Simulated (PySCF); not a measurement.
GaHI2O. Atoms are numbered in the order given.

```xyz
5

Ga     0.7531     0.0086     0.0000
I     -0.4429    -2.1879     0.0000
I     -0.4374     2.1869     0.0000
O      2.5466     0.0758     0.0000
H      2.9365    -0.8202     0.0000
```

Geometry optimised at PBE-D3(BJ)/def2-SVP. The structure was generated by enumeration; whether it is a known compound was not checked. The def2 effective core potentials stand for the cores of I; spin–orbit coupling is left out. The values are those of a single conformer.

The numbers are results of PBE-D3(BJ)/def2-SVP run with PySCF, not measurements.

Frequencies are harmonic and unscaled.

```csv
mode,ν (cm⁻¹),IR (km/mol),moving atoms (share of kinetic energy)
1,63,0.6,"I 69 %, Ga 25 %"
2,120,3.3,"Ga 57 %, O 34 %"
3,137,12.0,"O 76 %, I 12 %, H 11 %"
4,198,4.0,"I 56 %, Ga 34 %, O 9 %"
5,286,65.4,"Ga 74 %, I 25 %"
6,338,96.5,H 92 %
7,682,82.5,"O 80 %, Ga 20 %"
8,814,112.4,H 91 %
9,3711,77.3,H 94 %
```
